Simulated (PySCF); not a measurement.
# Nuclear quadrupole coupling in [GeCl3]-

Compound: [GeCl3]- (charge -1).
Cartesian coordinates in Å at the PBE0-D3(BJ)/def2-SVP level; atoms count from 1:
```
atom  x, y, z in Å
Ge1    0.000   -0.027    0.848
Cl2    2.015    0.025   -0.280
Cl3   -1.015    1.735   -0.233
Cl4   -1.000   -1.734   -0.335
```

Field gradients from the PBE0/pcSseg-1 (pcSseg-2 on Ge) density (PySCF, non-relativistic), principal values in atomic units, ordered |Vxx| ≤ |Vyy| ≤ |Vzz|:

```csv
atom,Vxx,Vyy,Vzz
Ge1,0.6475,0.6532,-1.3007
Cl2,-0.7903,-0.8677,1.6580
Cl3,-0.7959,-0.8654,1.6613
Cl4,-0.7922,-0.8669,1.6591
```

Question: Find the asymmetry η = (Vxx − Vyy)/Vzz and the couplings χ = eQV/h (234.96 MHz × Q in barn × V in au), with Q(73Ge) = −0.196 b, Q(35Cl) = −0.0817 b.

Answer: 
| atom | environment | nucleus | η | χzz (MHz) | χxx (MHz) | χyy (MHz) |
| --- | --- | --- | --- | --- | --- | --- |
| Ge1 | germanium bonded to 3 Cl | 73Ge | 0.00 | 59.90 | -29.82 | -30.08 |
| Cl2 | chlorine bonded to Ge | 35Cl | 0.05 | -31.83 | 15.17 | 16.66 |
| Cl3 | chlorine bonded to Ge | 35Cl | 0.04 | -31.89 | 15.28 | 16.61 |
| Cl4 | chlorine bonded to Ge | 35Cl | 0.05 | -31.85 | 15.21 | 16.64 |

The gradient is axial or nearly so (η below 0.05) at Ge1 and Cl3. 

Question: What is Vzz at Cl3 in SI units (1 au = 9.71736 × 10²¹ V/m²)?

Answer: 1.6613 au = 16.143 × 10²¹ V/m².

Isolated species at its PBE0-D3(BJ)/def2-SVP geometry, gas phase. The calculation is non-relativistic, for germanium too. The pcSseg-1 basis has no diffuse functions, a weakness for an anion. The basis is small and wasn't made for field gradients, so the couplings can be 20 % off.

These values come from a run that also computed NMR shieldings. Hardware: one thread, x86-64 server, no GPU, on a shared host. Cost: 7.7 s.
